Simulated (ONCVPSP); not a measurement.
**Which setting gave this result? (gallium, ONCV)**

Base potential:

* Element: Ga
* Generator: ONCVPSP 4.0.1
* Type: optimised norm-conserving Vanderbilt (ONCV)
* Functional: PBE
* Relativity: scalar-relativistic
* Frozen core: [Ar]
* Valence charge: 13
* Reference configuration: 3d10 4s2 4p1
* Partial waves: 4s: rc 1.95 bohr, ncon 4, nbas 7, qcut 3.8 1/bohr, 1 projector; 4p: rc 1.90 bohr, ncon 4, nbas 8, qcut 3.7 1/bohr, 2 projectors, debl 3.1 Ha; 3d: rc 0.95 bohr, ncon 4, nbas 9, qcut 16.3 1/bohr, 2 projectors, debl 1.3 Ha
* Local potential: polynomial inside 0.90 bohr (lpopt 5, dvloc0 0 Ha)
* Core correction: polynomial model core, fcfact 0.6

Cutoffs, loose and tight: the cutoffs (Ha) at which the residual kinetic energy of the hardest occupied pseudo-wave falls to 1 and 0.1 mHa per electron. They do not see the model core or the augmentation charge, which bear on the density cutoff. Test errors are all-electron minus pseudo excitation energies from the reference, over the configurations 3d10 4s2 4p0; 3d10 4s1 4p0; 3d10 4s0 4p0; 3d10 4s0 4p3; variants that change the core or the reference have their own tests. The largest error is taken over the tests solved by every variant that gives reliable tests at all, those not shown here included: 3d10 4s0 4p3; 3d10 4s1 4p0; 3d10 4s2 4p0.

Only the scale of all radii but the core radius (base = 1) is moved:

```csv
scale of all radii but the core radius (base = 1),"cutoff, loose","cutoff, tight",bound ghosts,largest test error (meV)
0.81,130 Ha,468 Ha,s,-15
0.88,118 Ha,135 Ha,s,-16
1.03,105 Ha,117 Ha,s,-16 over the solved tests; 1 of 4 tests not solved or not reliable
1.16,96 Ha,108 Ha,s,-20
1.22,92 Ha,103 Ha,s,-25
1.33,85 Ha,97 Ha,s,-50
```

Q: One more run gave cutoff, loose: 110 Ha; cutoff, tight: 123 Ha; bound ghosts: s; largest test error (meV): -16. Which value of the scale of all radii but the core radius (base = 1) was used?

A: 0.96. The loose cutoff moves one way along this sweep, from 130 Ha at 0.81 to 85 Ha at 1.33, which places the run between 0.88 and 1.03.
